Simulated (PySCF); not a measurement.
## Ni (nickel, neutral) across methods

[Ar] 3d7 4s2 4p1, one real determinant (an excited configuration). Computed with PySCF 2.14 in aug-cc-pwCVTZ-DK (10s9p7d4f3g, 127 functions), with scalar relativity by spin-free X2C-1e.

| method | E (hartree) | mean ε 4s α (eV) | mean ε 4s β (eV) | mean ε 4p α (eV) | Σ⟨r²⟩ (bohr²) | ⟨S²⟩ |
| --- | --- | --- | --- | --- | --- | --- |
| TPSS | -1520.291 | -8.522 | -7.160 | -3.103 | 43.13 | 6.005 |
| r2SCAN | -1520.239 | -8.687 | -7.419 | -3.253 | 42.99 | 6.009 |
| PW91 | -1520.401 | -8.510 | -7.327 | -3.049 | 43.46 | 6.004 |
| LDA | -1517.472 | -8.644 | -7.540 | -3.018 | 43.24 | 6.003 |
| PBE0 | -1520.035 | -9.456 | -8.050 | -3.819 | 43.30 | 6.006 |
| BLYP | -1520.366 | -8.285 | -7.354 | -2.781 | 43.90 | 6.004 |
| PBE | -1520.018 | -8.442 | -7.277 | -3.016 | 43.56 | 6.004 |
| UHF | -1518.87953 | -11.712 | -9.548 | -5.579 | 44.50 | 6.008 |

⟨L²⟩ = 13.98 against 20 for a pure G term, so this real determinant mixes terms.
